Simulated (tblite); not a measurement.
C₁₁H₁₀.
Atom-mapped SMILES: `[CH2:1]=[C:2]1[CH:3]=[CH:4][c:5]2[cH:6][cH:7][c:8]([CH3:9])[cH:10][c:11]21` (hydrogens: H12, H13 on C1; H14 on C3; H15 on C4; H16 on C6; H17 on C7; H18, H19, H20 on C9; H21 on C10)

Computed with GFN2-xTB (tblite), gas phase: L-BFGS steps from a force-field or distance-geometry start until the largest atomic force falls under 0.01 eV/Å.

Step 0: E = -778.3188 eV
```
atom  x, y, z in Å  |  force x, y, z in eV/Å
C1     -2.5369   -1.3533   -1.0902   -1.409  -0.855  -0.656
C2     -1.9986   -0.3586   -0.4212   -0.292   0.185   0.256
C3     -2.7861    0.7035    0.2018   -0.050   0.024  -0.158
C4     -1.9501    1.5477    0.7958    0.705   0.862   0.799
C5     -0.5736    1.0794    0.6422    0.045   0.272   0.001
C6      0.6651    1.5311    1.0299   -0.096   0.955   0.698
C7      1.8294    0.8662    0.7063    0.807   0.450   0.437
C8      1.8128   -0.2949   -0.0280   -0.552  -0.172  -0.304
C9      3.0770   -1.0072   -0.3667    0.554  -0.392  -0.209
C10     0.5576   -0.7605   -0.4316    0.111  -0.342  -0.250
C11    -0.6020   -0.0886   -0.1129    0.057  -0.434  -0.265
H12    -1.9996   -2.1579   -1.5508    0.169  -0.068  -0.045
H13    -3.6344   -1.3795   -1.1952    0.701  -0.122  -0.032
H14    -3.8540    0.8490    0.1919    0.087  -0.389  -0.231
H15    -2.2539    2.4317    1.3417    0.255  -0.076  -0.051
H16     0.7223    2.4293    1.6204    0.107   0.259   0.136
H17     2.8049    1.2514    1.0454   -0.630  -0.067  -0.140
H18     3.2836   -1.7765    0.4083    0.038   0.482  -0.433
H19     2.9923   -1.5293   -1.3344    0.001   0.180   0.390
H20     3.9380   -0.3047   -0.4378   -0.616  -0.516   0.205
H21     0.4973   -1.6612   -1.0155    0.008  -0.236  -0.148
```

Step 1: E = -778.4040 eV
```
atom  x, y, z in Å  |  force x, y, z in eV/Å
C1     -2.5570   -1.3655   -1.0996    0.131   0.248   0.170
C2     -2.0027   -0.3560   -0.4176   -0.668  -0.752  -0.404
C3     -2.7868    0.7038    0.1996    0.593   0.618   0.319
C4     -1.9400    1.5600    0.8072    0.081  -0.298  -0.043
C5     -0.5729    1.0833    0.6422    0.298   0.094  -0.041
C6      0.6637    1.5448    1.0398    0.286   0.100   0.157
C7      1.8409    0.8727    0.7126   -0.458   0.016   0.029
C8      1.8049   -0.2974   -0.0323    0.127   0.262   0.064
C9      3.0849   -1.0128   -0.3697   -0.125  -0.080  -0.056
C10     0.5591   -0.7654   -0.4351   -0.132  -0.282  -0.235
C11    -0.6012   -0.0948   -0.1167   -0.109  -0.022  -0.020
H12    -1.9972   -2.1589   -1.5514    0.102  -0.100  -0.067
H13    -3.6244   -1.3812   -1.1957   -0.191  -0.184  -0.145
H14    -3.8528    0.8434    0.1886    0.020  -0.331  -0.206
H15    -2.2502    2.4306    1.3409    0.157   0.312   0.198
H16     0.7238    2.4330    1.6224    0.097   0.588   0.357
H17     2.7959    1.2504    1.0434   -0.035   0.125   0.048
H18     3.2841   -1.7696    0.4021    0.096   0.236  -0.212
H19     2.9923   -1.5267   -1.3288    0.018   0.020   0.116
H20     3.9292   -0.3121   -0.4349   -0.310  -0.276   0.153
H21     0.4974   -1.6646   -1.0176    0.021  -0.294  -0.182
```

Step 2: E = -778.4454 eV
```
atom  x, y, z in Å  |  force x, y, z in eV/Å
C1     -2.5625   -1.3664   -1.1005    0.196  -0.205  -0.103
C2     -2.0138   -0.3658   -0.4220   -0.030   0.052   0.117
C3     -2.7785    0.7128    0.2034    0.083   0.132   0.020
C4     -1.9352    1.5602    0.8108    0.204  -0.025   0.083
C5     -0.5684    1.0861    0.6417    0.307  -0.088  -0.102
C6      0.6673    1.5512    1.0457    0.085   0.059   0.089
C7      1.8386    0.8752    0.7152   -0.389  -0.096  -0.060
C8      1.8039   -0.2945   -0.0330    0.044   0.135   0.016
C9      3.0860   -1.0160   -0.3716   -0.409   0.128   0.036
C10     0.5578   -0.7712   -0.4398   -0.091  -0.039  -0.079
C11    -0.6024   -0.0974   -0.1183   -0.165  -0.015  -0.024
H12    -1.9948   -2.1607   -1.5526    0.004   0.002  -0.007
H13    -3.6235   -1.3845   -1.1979   -0.417  -0.207  -0.180
H14    -3.8521    0.8367    0.1844    0.189  -0.256  -0.148
H15    -2.2466    2.4347    1.3435    0.193   0.228   0.154
H16     0.7258    2.4427    1.6282    0.088   0.483   0.297
H17     2.7921    1.2518    1.0433    0.059   0.138   0.074
H18     3.2857   -1.7638    0.3968    0.110   0.043  -0.032
H19     2.9926   -1.5255   -1.3252   -0.006  -0.076  -0.070
H20     3.9216   -0.3188   -0.4316   -0.082  -0.089   0.106
H21     0.4977   -1.6700   -1.0210    0.027  -0.305  -0.189
```

Step 3: E = -778.4792 eV
```
atom  x, y, z in Å  |  force x, y, z in eV/Å
C1     -2.5656   -1.3738   -1.1052    0.066   0.069   0.067
C2     -2.0222   -0.3703   -0.4216    0.166   0.164   0.139
C3     -2.7717    0.7213    0.2057   -0.044  -0.128  -0.079
C4     -1.9258    1.5622    0.8170    0.135   0.061   0.054
C5     -0.5588    1.0866    0.6391    0.061  -0.100  -0.054
C6      0.6711    1.5591    1.0533   -0.114   0.182   0.115
C7      1.8309    0.8760    0.7168    0.067  -0.003   0.007
C8      1.8026   -0.2902   -0.0339   -0.256  -0.063  -0.082
C9      3.0794   -1.0163   -0.3726   -0.396   0.184   0.047
C10     0.5553   -0.7766   -0.4451   -0.068   0.045  -0.022
C11    -0.6066   -0.1005   -0.1206    0.044  -0.035  -0.022
H12    -1.9928   -2.1619   -1.5536    0.039  -0.073  -0.045
H13    -3.6300   -1.3914   -1.2033   -0.294  -0.222  -0.182
H14    -3.8473    0.8258    0.1780    0.192  -0.142  -0.081
H15    -2.2395    2.4420    1.3483    0.251   0.102   0.089
H16     0.7292    2.4600    1.6386    0.057   0.172   0.106
H17     2.7892    1.2555    1.0445   -0.042   0.058   0.025
H18     3.2892   -1.7578    0.3916    0.068  -0.102   0.109
H19     2.9926   -1.5259   -1.3233   -0.053  -0.108  -0.159
H20     3.9133   -0.3263   -0.4267    0.079   0.082   0.054
H21     0.4985   -1.6807   -1.0276    0.041  -0.144  -0.086
```

Question: Estimate the geometry and energy of step 4. (The exact step hangs on the optimiser's Hessian estimate; all steps are aligned on step 3, rigid shifts and turns removed.)

Answer: E = -778.4969 eV, largest force 0.445 eV/Å
```
atom  x, y, z in Å  |  force x, y, z in eV/Å
C1     -2.5675   -1.3754   -1.1059   -0.104  -0.033  -0.009
C2     -2.0264   -0.3726   -0.4203    0.303   0.275   0.174
C3     -2.7667    0.7255    0.2065    0.019  -0.150  -0.035
C4     -1.9175    1.5643    0.8219   -0.027   0.014  -0.043
C5     -0.5521    1.0859    0.6368   -0.051  -0.025   0.036
C6      0.6716    1.5686    1.0610   -0.035   0.030  -0.002
C7      1.8285    0.8773    0.7187   -0.015   0.046   0.008
C8      1.7963   -0.2888   -0.0362   -0.244   0.020   0.009
C9      3.0689   -1.0138   -0.3728   -0.160   0.060   0.006
C10     0.5524   -0.7801   -0.4495   -0.087  -0.049  -0.074
C11    -0.6078   -0.1035   -0.1227    0.060   0.012   0.007
H12    -1.9903   -2.1647   -1.5555   -0.029   0.021   0.014
H13    -3.6383   -1.4000   -1.2101   -0.050  -0.193  -0.143
H14    -3.8411    0.8159    0.1721    0.119  -0.054  -0.036
H15    -2.2300    2.4486    1.3531    0.282  -0.001   0.032
H16     0.7325    2.4742    1.6472    0.019   0.007   0.006
H17     2.7857    1.2588    1.0455    0.000   0.023   0.015
H18     3.2926   -1.7553    0.3899   -0.017  -0.091   0.103
H19     2.9916   -1.5278   -1.3245   -0.082  -0.059  -0.101
H20     3.9087   -0.3301   -0.4224    0.056   0.131   0.020
H21     0.4999   -1.6900   -1.0333    0.041   0.016   0.012
```

The energy changes by -0.0177 eV. The first-order estimate −F·Δx gives -0.0272 eV and the mean of the old and new forces, exact on a quadratic surface, -0.0177 eV. The step makes an angle of 47° with the force vector and moves no atom by more than 0.017 Å.

The cost below is that of the whole relaxation. Hardware: 2 threads of an AMD EPYC 7R43, shared host with 256 logical CPUs at a one-minute load of 93. Cost: 0.34 s wall, 0.67 s CPU.
